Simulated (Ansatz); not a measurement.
`FC/C=C/C(F)F` → `F[C]F` + `C=CCF` at 700 K and 1 bar (formal loss of a carbene).

Gas-phase electronic energies from Ansatz, PBE0-D4/def2-TZVP geometries. CCSD(T)/CBS is the MP2 limit (def2-TZVPP, def2-QZVPP) plus CCSD(T) − MP2 in def2-TZVPP, frozen cores. This one scheme is used for every species. Each species was taken in one conformer, which may not be the lowest.

```
       species  CCSD(T)/CBS energy (Eh)  H − E (kJ/mol)  S (J/(mol·K))
`FC/C=C/C(F)F`               -454.56202           310.7          478.8
       `F[C]F`               -237.54028            47.1          278.6
       `C=CCF`               -216.92453           246.7          366.0
```

H − E and S are ideal-gas, rigid-rotor, harmonic terms from PBE0-D4/def2-TZVP, for one conformer and one mirror image of each species. 1 Eh = 2625.50 kJ/mol, R = 8.31446 J/(mol·K).

Question: By hand: ΔE, ΔH, ΔS and ΔG.

Answer: ΔE = (-237.54028) + (-216.92453) − (-454.56202) = 0.09721 Eh = 255.2 kJ/mol. Δ(H − E) = 47.1 + 246.7 − 310.7 = -16.9, so ΔH = 238.3 kJ/mol. ΔS = 278.6 + 366.0 − 478.8 = 165.8 J/(mol·K). ΔG = 238.3 − 700 × (165.8)/1000 = 122.2 kJ/mol.

Question: By hand: the equilibrium constant, and the temperature at which ΔG would vanish if ΔH and ΔS stayed fixed.

Answer: log₁₀ K = −ΔG/(RT ln 10) = -9.1. ΔG = 0 at ΔH/ΔS = 1437 K.

The number of gas molecules changes by +1, which sets the sign of ΔS. A doubt of 5 kJ/mol in ΔE shifts log₁₀ K by 0.4 here. Other conformers and mirror images would add mixing entropy, several J/(mol·K) or more a flexible species. These are equilibria of isolated gas molecules and say nothing of rates. Largest T1 diagnostic: 0.017 (customary marks: 0.02 for closed shells, 0.045 for open ones).
